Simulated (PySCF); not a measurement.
SMILES [SiH3][SiH2][SiH2]C, singlet (B3LYP/def2-SVP optimised geometry):

```
14

Si    -0.464     1.330     0.000
Si    -1.277     0.167     1.883
Si    -0.569    -2.086     1.922
C     -1.228    -3.025     3.428
H     -0.938     2.747     0.000
H     -0.935     0.673    -1.256
H      1.030     1.330     0.000
H     -0.808     0.865     3.123
H     -2.774     0.225     1.878
H     -1.030    -2.747     0.662
H      0.927    -2.109     1.916
H     -0.881    -2.561     4.365
H     -0.879    -4.070     3.414
H     -2.329    -3.032     3.437
```

Method: PySCF with B3LYP/def2-TZVP.

Problem. What are the frontier orbital energies and the dipole moment?

Solution. HOMO-2 -9.08 eV, HOMO-1 -8.29 eV, HOMO -7.57 eV, LUMO -0.37 eV, LUMO+1 0.07 eV; dipole moment 1.01 D.

Meta-Löwdin charges at B3LYP/def2-TZVP: Si1 0.25, Si2 0.12, Si3 0.42, C4 -0.56, H5 -0.08, H6 -0.08, H7 -0.08, H8 -0.08, H9 -0.08, H10 -0.10, H11 -0.10, H12 0.12, H13 0.13, H14 0.12.
